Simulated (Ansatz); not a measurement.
Pb₂Se₃, relaxed as a singlet with RKS PBE-D4/def2-SVP in Ansatz, starting from the GFN1-xTB geometry. Force threshold 0.02 eV/Å.

In the def2 sets Pb takes a core potential; there is no spin–orbit coupling. Another isomer (singlet) lies 0.46 eV lower at PBE0-D4/def2-TZVP; other spin states weren't run for this one.

Start:

```csv
atom,x (Å),y (Å),z (Å)
Pb1,1.9397,-0.1677,-1.2214
Pb2,-1.3814,1.4136,1.1746
Se3,-1.5763,-1.1372,0.6907
Se4,0.8386,1.8650,-0.0688
Se5,0.1794,-1.9737,-0.5752
```

Estimate the energy that the relaxation releases and the steps that it takes.

14.3 kJ/mol, in 6 steps; 12 s on 4 threads of Arm Neoverse V1 on a shared host. No frequencies were taken in this run, so the end may be a saddle point.

Does the start keep its bonding and symmetry?

By distances, no bond broke or formed. The bond that changes most is Pb1–Se4, from 2.58 to 2.67 Å (atoms count from 1). Point group C2v at the start, C2v at the end, both within 0.05 Å.

Predict the relaxed structure.


```xyz
5

Pb    1.9570   -0.1666   -1.2308
Pb   -1.3907    1.4272    1.1840
Se   -1.6219   -1.2047    0.7025
Se    0.8971    1.9965   -0.0741
Se    0.1585   -2.0523   -0.5816
```
Bond lengths (bridged metal pairs left out): 4 × Pb–Se 2.67 to 2.69 Å; 1 × Se–Se 2.35 Å.
